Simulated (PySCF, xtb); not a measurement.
C2H5N, SMILES C=NC.

Harmonic wavenumbers (cm⁻¹) from GFN2-xTB (xtb) at its own minimum, in rising order: 201, 451, 668, 985, 1012, 1064, 1095, 1206, 1388, 1421, 1456, 1472, 1763, 2855, 2884, 2990, 3006, 3077.

**Question.** What does PBE0-D3(BJ)/def2-TZVP run with PySCF give at its own minimum? (Estimate from the structure and the level; the computed values follow.)

**Answer.** 223, 480, 701, 997, 1068, 1122, 1141, 1241, 1427, 1468, 1472, 1503, 1767, 2988, 3000, 3090, 3111, 3149. Paired by order, the mean absolute difference is 53 cm⁻¹ and the zero-point energies are 41.4 and 42.8 kcal/mol.
